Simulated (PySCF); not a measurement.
**Cost of excited-state runs on `C(=C)(Cl)C#CC(C)=O`, C6H5ClO**

Bonds (- single, = double, # triple, : aromatic): C1=C2 1.330 Å, C2-Cl3 1.744 Å, C2-C4 1.407 Å, C4#C5 1.209 Å, C5-C6 1.439 Å, C6-C7 1.507 Å, C6=O8 1.206 Å. C1 carries H9, H10; C7 carries H11, H12, H13. H9 is cis to Cl3; H10 is trans to Cl3.

PySCF with density fitting, on 1 thread of an Arm Neoverse N1, shared host. Command: `OMP_NUM_THREADS=1 python excited_run.py task.json out`

(1) How long does each of these runs take, and how much memory?
- magnetisability and related constants, B3LYP/pcSseg-1; isotopologues
- magnetisability and related constants, OPBE/6-31G; IEF-PCM water

Answers

(1) 
| run | level | basis functions | wall time | peak memory (GiB) |
| --- | --- | --- | --- | --- |
| magnetisability and related constants | B3LYP/pcSseg-1 | 168 | 38 s | 0.76 |
| magnetisability and related constants | OPBE/6-31G | 86 | 16 s | 0.48 |

Times from a shared host are rough.
